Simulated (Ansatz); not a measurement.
In(OH)(PH2)2 (H5InOP2), SMILES [In]([OH])([PH2])[PH2].

Coordinates come from a PBE-D3(BJ)/def2-SVP optimisation. The structure was generated by enumeration; whether it is a known compound was not checked. The def2 effective core potentials stand for the cores of In; spin–orbit coupling is left out. The values are those of a single conformer.

Two levels are set side by side: PBE/def2-SVPD (Ansatz, a first-principles code) and PBE0/def2-SVPD (Ansatz). Energy differences of separate SCF runs at the same geometry; the states with an electron removed or added have multiplicity 2 and 2. Differences are taken from unrounded values.

```json
[
 {"quantity": "vertical ionisation energy (eV)", "PBE0": "8.84", "PBE": "8.65", "PBE minus PBE0": "-0.19"},
 {"quantity": "vertical singlet–triplet gap (eV)", "PBE0": "3.63", "PBE": "3.42", "PBE minus PBE0": "-0.21"}
]
```
